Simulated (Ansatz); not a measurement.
`F[Si](Cl)(Br)Br` + HBr → `Cl[Si](Br)(Br)Br` + H–F  (ligand exchange at the Si–F bond)

Gas-phase electronic energies from Ansatz, PBE0-D4/def2-TZVP geometries. CBS: MP2 limit from def2 TZ/QZ plus the TZ coupled-cluster correction, frozen cores. This one scheme is used for every species. DFT in def2-TZVPP. For Br outer-core shells are correlated without core-valence functions, which leaves a few kJ/mol of doubt a bond. Scalar relativity is left out up to krypton.

```tsv
level	ΔE (eV)
PBE0-D4	0.46
CAM-B3LYP-D4	0.67
CCSD/def2-SVP	0.62
CCSD(T)/def2-TZVPP	0.58
```

Question: What does CCSD(T)/CBS give? (An estimate is asked.)

Answer: Computed: +0.50 eV. The listed levels differ from it by -0.04, 0.17, 0.12, 0.08 eV.

Largest T1 diagnostic among the species: 0.008.

The D4 term adds −0.11 eV with B3LYP and −0.06 eV with PBE0; it sums over pairs of atoms, weighted by their polarisabilities, and B3LYP, whose exchange is more repulsive, gets the larger term. In def2-TZVPP, CCSD(T) changes the Hartree–Fock value by −0.19 eV (the triples alone add −0.04 eV) and MP2 by −0.31 eV.

B3LYP here is the variant with VWN-RPA as its local correlation; programs differ in this.
